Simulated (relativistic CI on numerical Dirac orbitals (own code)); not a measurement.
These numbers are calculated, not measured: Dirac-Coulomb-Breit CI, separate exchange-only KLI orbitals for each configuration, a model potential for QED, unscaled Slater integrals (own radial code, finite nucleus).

Configurations in the expansion (outside the closed core 1s2): 2s2 2p5, 2s 2p6, 2p6 3s, 2p6 3p, 2p6 3d, 2s2 2p4 3s, 2s2 2p4 3p, 2s2 2p4 3d, 2s 2p5 3s, 2s 2p5 3p, 2s 2p5 3d, 2s2 2p4 4s, 2s2 2p4 4p, 2s2 2p4 4d, 2s2 2p4 4f, 2s 2p5 4s, 2s 2p5 4p, 2s2 2p3 3s2, 2s 2p5 4d, 2s2 2p4 5s, 2s 2p5 4f, 2s2 2p4 5p, 2s2 2p4 5d, 2s2 2p3 3s 3p, 2s2 2p4 5f, 2s2 2p4 5g, 2s2 2p3 3p2, 2s2 2p3 3s 3d, 2s2 2p3 3p 3d, 2s 2p4 3s2, 2s 2p4 3s 3p, 2s2 2p3 3d2, 2s 2p5 5s, 2s 2p5 5p, 2s 2p5 5d, 2s 2p4 3p2. Levels of other configurations are missing.

At this charge energies of transitions that change n are usually good to better than 1 %, and those within a shell (Δn = 0) to a few per cent.

Outline of the computed level scheme of Ga XXIII. Lowest level of each configuration: 2s2 2p5 2P°_3/2 at 0.00 eV; 2s 2p6 2S_1/2 at 179.49 eV; 2s2 2p4 3s 4P_5/2 at 1199.08 eV; 2s2 2p4 3p 4P°_3/2 at 1238.49 eV; 2s2 2p4 3d 4D_5/2 at 1295.38 eV.

Some strong electric-dipole decays among the lowest 45 levels: 2s2 2p4 3d 2F_5/2 → 2s2 2p5 2P°_3/2 (1.6e+13 s⁻¹); 2s2 2p4 3d 2D_3/2 → 2s2 2p5 2P°_3/2 (1.2e+13 s⁻¹); 2s2 2p4 3d 4P_1/2 → 2s2 2p5 2P°_3/2 (1.1e+13 s⁻¹); 2s2 2p4 3d 4F_3/2 → 2s2 2p5 2P°_3/2 (6.4e+12 s⁻¹); 2s2 2p4 3d 4F_5/2 → 2s2 2p5 2P°_3/2 (5.6e+12 s⁻¹); 2s2 2p4 3s 2P_3/2 → 2s2 2p5 2P°_3/2 (4.5e+12 s⁻¹); 2s2 2p4 3s 2D_3/2 → 2s2 2p5 2P°_1/2 (3.1e+12 s⁻¹); 2s2 2p4 3s 2P_1/2 → 2s2 2p5 2P°_1/2 (3.0e+12 s⁻¹).

LS names give the leading component of a level, which can be under half, so a name can repeat, a term be missing and a line seem to break the LS rules.
